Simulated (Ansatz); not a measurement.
Relaxation of C4H12OSi (18 atoms, charge 0, multiplicity 1), to a largest force component of 0.02 eV/Å in at most 40 steps.

All numbers below come from RKS B3LYP-D4/6-31G* in Ansatz 0.2.0.

```xyz
18
Properties=species:S:1:pos:R:3:forces:R:3
Si 0.000 0.000 0.000 -0.02 0.09 0.27
O 0.000 0.000 1.680 0.30 -0.13 0.09
C -1.111 -0.344 2.494 0.00 0.07 -0.29
H -1.814 -0.978 1.914 0.02 0.20 0.55
H -0.758 -0.904 3.386 -0.16 0.25 -0.39
H -1.631 0.581 2.821 0.08 -0.42 -0.04
C 1.763 0.000 -0.623 0.35 -0.01 0.22
H 2.111 -1.046 -0.751 0.06 0.54 0.04
H 1.812 0.528 -1.598 0.13 -0.28 0.42
H 2.415 0.519 0.111 -0.09 -0.23 -0.46
C -0.881 1.526 -0.623 -0.24 0.36 -0.05
H -1.933 1.272 -0.867 0.39 0.37 0.07
H -0.862 2.311 0.162 -0.08 -0.18 -0.49
H -0.370 1.903 -1.534 -0.40 0.00 0.35
C -0.881 -1.526 -0.623 -0.20 -0.36 -0.19
H -1.380 -2.038 0.226 0.12 -0.01 -0.60
H -1.641 -1.233 -1.377 0.26 -0.38 0.30
H -0.145 -2.215 -1.088 -0.50 0.14 0.20
```

**Question.** Where does it end, and by what steps?

**Answer.** The forces met the threshold. The force dipped under the threshold on the way, but the program's further checks kept it going. After 13 steps the energy has fallen by 0.302 eV; H16 moved furthest, 0.99 Å.

```
step  energy less start (eV)  largest force component (eV/Å)  accepted
   0                  0.0000                           0.600       yes
   1                 -0.1586                           0.265       yes
   2                 -0.1920                           0.183       yes
   3                 -0.2352                           0.112       yes
   4                 -0.2506                           0.439       yes
   5                 -0.2810                           0.250       yes
   6                 -0.2897                           0.451       yes
   7                 -0.2995                           0.040       yes
   8                 -0.3008                           0.013       yes
   9                 -0.3011                           0.080       yes
  10                 -0.3017                           0.024       yes
  11                 -0.3019                           0.005       yes
  12                 -0.3021                           0.013       yes
  13                 -0.3021                           0.016       yes
```

```xyz
18
Properties=species:S:1:pos:R:3
Si -0.010 -0.059 -0.019
O 0.078 -0.271 1.640
C -1.060 -0.391 2.472
H -1.680 -1.257 2.198
H -0.718 -0.528 3.503
H -1.690 0.510 2.436
C 1.773 0.034 -0.595
H 2.316 -0.884 -0.344
H 1.833 0.173 -1.681
H 2.296 0.871 -0.119
C -0.930 1.536 -0.427
H -1.968 1.516 -0.072
H -0.439 2.403 0.028
H -0.961 1.702 -1.511
C -0.898 -1.519 -0.819
H -1.935 -1.610 -0.474
H -0.926 -1.408 -1.910
H -0.388 -2.463 -0.593
```

Whether the end is a true minimum wasn't checked by a vibrational analysis.

Run time: 70 s on 2 threads of Arm Neoverse V1 (shared host), peak memory 0.31 GiB.
